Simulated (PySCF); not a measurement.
ClFH3NOSi, SMILES N[Si@@](O)(F)Cl. Atoms are numbered in the order given.

```xyz
8

N      0.3768     1.1413     1.4234
Si     0.1717    -0.0900     0.2690
O      1.6075    -0.6814    -0.2535
F     -0.7178    -1.2174     1.0040
Cl    -0.8350     0.4254    -1.4375
H      0.8860     1.9848     1.1853
H     -0.3768     1.3358     2.0735
H      2.2447    -0.8742     0.4420
```

The structure is a stationary point at PBE0-D3(BJ)/def2-SVP. The structure was generated by enumeration; whether it is a known compound was not checked. One conformer was computed; it need not be the lowest.

The numbers are results of PySCF with PBE0/pcSseg-1, not measurements.

GIAO shieldings, no solvent; atoms listed in one row are averaged. δ = σ(ref) − σ: ¹⁵N against NH3 (σ = 267.4 ppm); ²⁹Si against TMS (σ = 352.7 ppm); ¹⁷O against H2O (σ = 334.2 ppm); ¹⁹F against CFCl3 (σ = 167.2 ppm); ³⁵Cl against HCl (σ = 945.9 ppm); ¹H against TMS (σ = 31.56 ppm), references at their B3LYP-D3(BJ)/def2-TZVP geometries, non-relativistic (without spin–orbit terms, shifts of atoms bonded to Cl or Br come out too high).

Computed chemical shifts:
```csv
nucleus,atoms,count,δ (ppm)
¹⁵N,N1,1,34.1
²⁹Si,Si2,1,-36.7
¹⁷O,O3,1,69.8
¹⁹F,F4,1,-139.3
³⁵Cl,Cl5,1,45.5
¹H,H8,1,2.53
¹H,H7,1,1.45
¹H,H6,1,1.16
```
